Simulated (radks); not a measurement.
Results of a calculation; reference values are marked as such.
The osmium ion Os+, configuration [Xe] 4f14 5d7 (not the ground configuration). Level of theory: scalar-relativistic Kohn-Sham, PBE, spin-unpolarised, spherical densities, point nucleus (a radial shooting solver on a logarithmic mesh with Libxc functionals).

Local quantities along the radius. ELF = 1/(1 + alpha^2) is the electron localisation function; alpha = (tau - tau_W)/tau_unif compares the Pauli kinetic energy density with that of the uniform gas. tau is taken from the large components.

r (bohr)	ELF	alpha
0.0008821	1.000	0.02246
0.001186	0.999	0.02389
0.001582	0.999	0.02616
0.002127	0.999	0.02989
0.002836	0.999	0.03576
0.003783	0.998	0.04548
0.005086	0.996	0.06316
0.006784	0.991	0.09595
0.009048	0.974	0.1641
0.01216	0.905	0.3249
0.01622	0.682	0.6832
0.02181	0.385	1.264
0.02909	0.358	1.339
0.0388	0.586	0.8404
0.05217	0.742	0.5904
0.06958	0.617	0.7881
0.09281	0.354	1.350
0.1248	0.516	0.9677
0.1664	0.721	0.6214
0.2238	0.452	1.101
0.2984	0.322	1.451
0.398	0.685	0.6789
0.5351	0.635	0.7577
0.7138	0.348	1.370
0.9596	0.465	1.073
1.28	0.620	0.7835
1.707	0.447	1.112
2.295	0.221	1.878
3.061	0.088	3.210
4.083	0.020	7.050
5.489	0.002	24.74

On this mesh the ELF has minima near r = 0.025, 0.093, 0.26, 0.82 bohr, which separate the shells, and maxima near 0.052 (0.74), 0.17 (0.72), 0.46 (0.71), 1.3 (0.62).
